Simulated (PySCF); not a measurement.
## Effect of structural changes

Theory: PySCF 2.14.0, TDDFT PBE0/def2-SVPD circular dichroism and optical rotation, one conformer, gas phase. Geometry: GFN2-xTB.

Each molecule in one low-energy conformer. The parent is Cl[C@@H]1C[C@@]2(Cl)CC[C@@H]12.

**Question.** How does the specific rotation at 589.3 nm (origin-invariant length gauge) change along this series?
- Cl[C@@H]1C[C@@]2(Cl)CC[C@@H]12 (base)
- Cl[C@@H]1C[C@]2(Cl)CC[C@H]12 (diastereomer)

**Answer.** 
```tsv
molecule	[α]589 (deg dm⁻¹ (g/mL)⁻¹)	S1 (eV)	R(S1), velocity form (10⁻⁴⁰ esu² cm²)
Cl[C@@H]1C[C@@]2(Cl)CC[C@@H]12	-53.4	6.61	+1.9
Cl[C@@H]1C[C@]2(Cl)CC[C@H]12	+74.2	6.97	-0.4
```
The specific rotation at 589.3 nm (origin-invariant length gauge) is lowest for Cl[C@@H]1C[C@@]2(Cl)CC[C@@H]12 and highest for Cl[C@@H]1C[C@]2(Cl)CC[C@H]12.
